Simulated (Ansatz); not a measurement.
Gas-phase electronic energies from Ansatz, PBE0-D4/def2-TZVP geometries. CBS: MP2 limit from def2 TZ/QZ plus the TZ coupled-cluster correction, frozen cores. DFT in def2-TZVPP. B3LYP here is the variant with VWN-RPA as its local correlation; programs differ in this. One conformer a species, not always the lowest.

Reaction (isomerisation): `[SiH3]N[SiH2]O[SiH3]` → `N[SiH]([SiH3])O[SiH3]`

```csv
level,ΔE (kcal/mol)
PBE0-D4,11.4
B3LYP-D4,14.1
ωB97M-V,15.4
r2SCAN,13.0
CCSD/def2-TZVPP,15.7
CCSD(T)/def2-TZVPP,15.2
HF/def2-QZVPP,19.2
CCSD/CBS(def2),15.6
```

Task: What does CCSD(T)/CBS give? (Estimate.)

Result: Computed: +15.1 kcal/mol. The listed levels differ from it by -3.7, -1.0, 0.3, -2.1, 0.6, 0.1, 4.1, 0.5 kcal/mol.

Largest T1 diagnostic among the species: 0.012.

From PBE to PBE0 (25 % exact exchange), in def2-TZVPP and without D4, ΔE moves by +1.8 kcal/mol. In def2-TZVPP, CCSD(T) changes the Hartree–Fock value by −3.6 kcal/mol (the triples alone add −0.5 kcal/mol) and MP2 by −1.8 kcal/mol.
